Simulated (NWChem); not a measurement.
TiH$_{4}$S$_{3}$; SMILES [SH][TiH]([SH])[SH]

```xyz
8

Ti    -0.0285     0.0056     0.3725
H      0.0064    -0.0464     2.0496
S     -0.4538     2.1534    -0.1891
H      0.6830     2.1334    -0.9306
S     -1.6598    -1.4137    -0.2319
H     -0.9456    -2.3192     0.4922
S      2.0149    -0.7421    -0.2354
H      2.4617     0.1466     0.6948
```
Atoms are numbered in this order, from 1.

Computed with NWChem. Coordinates come from a PBE0/def2-SVP optimisation. No frequency run checked for a minimum. Level r2SCAN/def2-SVP: energy and gradient on several grids; changes count from the extra-fine grid, which is no exact limit either.

```tsv
grid	size of the energy change (μHa)	largest change of a gradient component (μHa/bohr)
xcoarse	6000	7000
coarse	30	800
medium	40	100
fine	< 10	40
xfine	< 10	< 30
```
